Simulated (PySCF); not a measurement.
**Correlation energy of Au⁻ (gold, charge -1)**

[Xe] 4f14 5d10 6s2, closed-shell 1S. All numbers are calculated (PySCF 2.14, scalar relativity through the core potential, in def2-QZVPPD with the def2 core potential (60 electrons)). Frozen: nothing; 20 electrons correlated.

MP2 pair energies summed by pair of shells (mhartree):

```tsv
pair	energy	share (%)
5d-5d	-341.90	47.4
5p-5d	-161.39	22.4
5d-6s	-92.19	12.8
5p-5p	-46.37	6.4
5s-5d	-26.30	3.6
5s-5p	-22.83	3.2
6s-6s	-17.52	2.4
5p-6s	-8.12	1.1
5s-5s	-3.86	0.5
5s-6s	-0.55	0.1
```

Total MP2 correlation energy: -721.01 mhartree.

Same-spin part -232.16 and opposite-spin part -488.85 mhartree; SCS-MP2 scales them by 1/3 and 6/5 to -664.01 mhartree.

The basis has no tight functions for the innermost shells, so their pair energies are far from complete.

This basis was not built for core-valence correlation, so the inner-shell part is incomplete.
